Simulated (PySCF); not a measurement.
SrF, SMILES [F][Sr+], charge +1.

Coordinates come from a B3LYP-D3(BJ)/def2-TZVPD optimisation. The spin state was assumed, not searched. The def2 effective core potentials stand for the cores of Sr; spin–orbit coupling is left out.

Calculation: PySCF with PBE0/def2-TZVPD.

Isolated molecule, no solvent.

Computed frontier levels, gap, dipole moment and polarisability:
```
Item                                                               Value
------------------------------------------------  ----------------------
highest occupied level                                         -14.38 eV
lowest empty level                                              -6.79 eV
orbital gap                                                      7.59 eV
dipole moment about the centre of nuclear charge               1.586 e·Å
mean static polarisability                          15.9 bohr³ (2.36 Å³)
polarisability, principal values                  12.2, 12.2, 23.5 bohr³
```
